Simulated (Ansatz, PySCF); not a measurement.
Gas-phase reaction (SMILES): [CH3][Al]([NH2])[NH2] + O (H2O) -> [NH2][Al]([NH2])[OH] + C (CH4); water cleaves one Al-C bond, a model of a ligand-exchange step.

Geometries: B3LYP-D3(BJ)/def2-TZVP minima from Ansatz (a quantum-chemistry and plane-wave program), one conformer each, not searched for the lowest. Cores are frozen in the correlated levels unless marked. No spin-orbit coupling. No relativistic terms. Basis-set limits of correlation are two-point, X^-3; Hartree-Fock from the larger set. Thermal terms are rigid-rotor harmonic-oscillator values from B3LYP-D3(BJ) frequencies (Ansatz or PySCF) at 298.15 K and 1 atm. 1 Eh = 627.5095 kcal/mol.

```csv
species,"E, CCSD(T)/CBS(cc-pV(T+d)Z,cc-pV(Q+d)Z) (Ansatz) (Eh)","E, wB97M-V/def2-TZVPD (Ansatz) (Eh)",H - E (Eh)
[CH3][Al]([NH2])[NH2],-393.76836,-394.32581,0.09491
O (H2O),-76.37426,-76.43347,0.02495
[NH2][Al]([NH2])[OH],-429.73724,-430.31878,0.07221
C (CH4),-40.45816,-40.49098,0.04840
```

Task: Work out ΔE and ΔH at 298.15 K at the first level, then ΔH at the second.

Result: 
1. ΔE = [(-429.73724) + (-40.45816)] - [(-393.76836) + (-76.37426)] = -0.05278 Eh = -33.1 kcal/mol at CCSD(T)/CBS(cc-pV(T+d)Z,cc-pV(Q+d)Z).
2. The terms H - E add up to 0.00075 Eh, so ΔH = (-0.05278 + (0.00075))×627.5095 = -32.6 kcal/mol.
3. At wB97M-V/def2-TZVPD the same steps give ΔE = -31.7 and ΔH = -31.2 kcal/mol, a shift of +1.4 from the first level.
4. These values are not checked against measurement here, since the tables used lack a sound gas-phase enthalpy of formation for at least one species.
